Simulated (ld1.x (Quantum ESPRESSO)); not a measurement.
## How hard is this gold (Au) TM potential?

gold (Au), norm-conserving Troullier–Martins (Kleinman–Bylander form), made with ld1.x (Quantum ESPRESSO) 7.5 (PBE, scalar-relativistic). Core [Kr] 4d10 4f14, reference 5s2 5p6 5d10 6s1 6p0. Waves: 5p (bound): rc 1.10 bohr; 5d (bound): rc 2.40 bohr; 5f channel at 0.05 Ry: rc 2.65 bohr; 5s (bound): rc 1.10 bohr. Local part: the s channel. Core correction: none.

Occupied shells without a wave of their own: 6s. They enter only through the test configuration that unscreens the potential.

The pseudo-atom Hamiltonian at the reference potential is diagonalised in spherical Bessel functions j_l(qr) that vanish at 20 bohr, with q² up to the cutoff. All-electron valence levels (Ry): 5p -4.3939, 6p -0.0566, 5d -0.5054, 5s -7.9649, 6s -0.4235.

**Question.** How do the lowest levels (Ry) of each channel move with the cutoff, and are there ghosts?

**Answer.**

```csv
cutoff (Ry),p #1,p #2,p #3,d #1,d #2,f #1,f #2,s #1,s #2,s #3,Σ f·Δε (mRy)
8,-2.8447,-0.0130,0.0743,0.0487,0.0956,0.1147,0.2429,-6.6233,-0.3083,0.0186,17655.5
21,-4.1470,-0.0495,0.0598,-0.4286,0.0684,0.1147,0.2429,-7.0331,-0.3457,0.0155,4211.5
45,-4.2899,-0.0535,0.0587,-0.5053,0.0681,0.1147,0.2429,-7.8645,-0.4289,0.0096,840.8
90,-4.3863,-0.0573,0.0578,-0.5055,0.0681,0.1147,0.2429,-7.9325,-0.4391,0.0089,115.2
160,-4.3937,-0.0575,0.0578,-0.5055,0.0681,0.1147,0.2429,-7.9622,-0.4425,0.0087,7.7
300,-4.3940,-0.0575,0.0577,-0.5055,0.0681,0.1147,0.2429,-7.9650,-0.4427,0.0087,0.2
400,-4.3940,-0.0575,0.0577,-0.5055,0.0681,0.1147,0.2429,-7.9650,-0.4427,0.0087,0.0
```

Result: no extra level below or beside the all-electron valence levels (p, d, f, s tested); 10 mRy is reached at 160 Ry and 1 mRy at 230 Ry.

Its largest configuration-test error is -614 meV.
